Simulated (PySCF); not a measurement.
**A ladder of Hamiltonians for Tm⁵¹⁺ (thulium, charge +51)**

Occupied: 1s1/2, 2s1/2, 2p1/2, 2p3/2, 3s1/2, 3p1/2, 3p3/2. Hartree-Fock calculated with PySCF 2.14 in an even-tempered Gaussian basis (20 s from 6 bohr⁻², ratio 2.3; 16 p from 7.2 bohr⁻², ratio 2.3), Gaussian nucleus throughout. NR is non-relativistic, sf-X2C the spin-free one-electron X2C Hamiltonian, X2C adds the bare one-electron spin-orbit term, X2C-SNSO screens it by Boettger's factors, DC is four-component Dirac-Coulomb, and the Gaunt and Breit terms are added at first order (total energies over the DC spinors, levels after relaxing the spinors in that mean field). QED terms are absent. Levels marked empty are virtual spinors of this ion; the basis has s and p functions only, so 3d, which can lie below the n = 4 levels, is absent.

```tsv
Hamiltonian	E (hartree)	E − E(DC) (hartree)	CPU seconds
NR	-10452.9757	617.9115	0.76
sf-X2C	-11054.5905	16.2967	0.58
X2C	-11067.0230	3.8642	0.58
X2C-SNSO	-11066.2668	4.6205	0.58
DC	-11070.8872	0.0000	31
DC+Gaunt	-11057.6497	13.2375	53
DC+Breit	-11058.9377	11.9495	150
```

**Question.** Give the 4p spin-orbit interval with each Hamiltonian that has one.

**Answer.** X2C 95.80; X2C-SNSO 92.79; DC 92.71; DC+Gaunt 91.73; DC+Breit 91.72 (eV).

| level (eV) | NR | sf-X2C | X2C | X2C-SNSO | DC | DC+Gaunt | DC+Breit |
| --- | --- | --- | --- | --- | --- | --- | --- |
| 1s1/2 | -59044.4 | -63199.2 | -63185.1 | -63185.9 | -63256.7 | -63057.3 | -63072.2 |
| 2s1/2 | -12453.4 | -13599.8 | -13595.7 | -13595.9 | -13605.5 | -13583.6 | -13585.3 |
| 2p1/2 | -12062.1 | -12420.0 | -13152.2 | -13127.7 | -13132.7 | -13097.1 | -13100.6 |
| 2p3/2 | -12062.1 | -12420.0 | -12116.8 | -12125.2 | -12132.8 | -12108.4 | -12111.9 |
| 3s1/2 | -4922.4 | -5262.9 | -5261.7 | -5261.8 | -5264.1 | -5258.9 | -5259.5 |
| 3p1/2 | -4755.8 | -4891.3 | -5075.3 | -5069.2 | -5070.5 | -5061.8 | -5062.9 |
| 3p3/2 | -4755.8 | -4891.3 | -4814.0 | -4816.1 | -4817.8 | -4811.8 | -4812.9 |
| 4s1/2 (empty) | -2532.0 | -2665.8 | -2665.5 | -2665.5 | -2666.3 | -2664.3 | -2664.6 |
| 4p1/2 (empty) | -2467.4 | -2526.6 | -2594.0 | -2591.8 | -2592.3 | -2589.0 | -2589.5 |
| 4p3/2 (empty) | -2467.4 | -2526.6 | -2498.2 | -2499.0 | -2499.6 | -2497.3 | -2497.8 |

Weight of the small component: 1s1/2 0.0669, 2s1/2 0.0153, 2p1/2 0.0152, 2p3/2 0.0140, 3s1/2 0.00571, 3p1/2 0.00562, 3p3/2 0.00531, 4s1/2 0.00276, 4p1/2 0.00273, 4p3/2 0.00261.

Koopmans' value for the highest occupied level at DC+Breit: 4812.9 eV, against an ionisation energy of 4812 ± 4 eV (theoretical estimate listed by NIST; NIST Atomic Spectra Database, ionization energies); the former lacks relaxation, correlation, QED and recoil.

The whole ladder took 240 s of wall time on 1 thread of Neoverse-N1 (shared host), launched as `OMP_NUM_THREADS=1 python relrun2.py TASK.json OUT` (a driver that calls PySCF for each Hamiltonian).
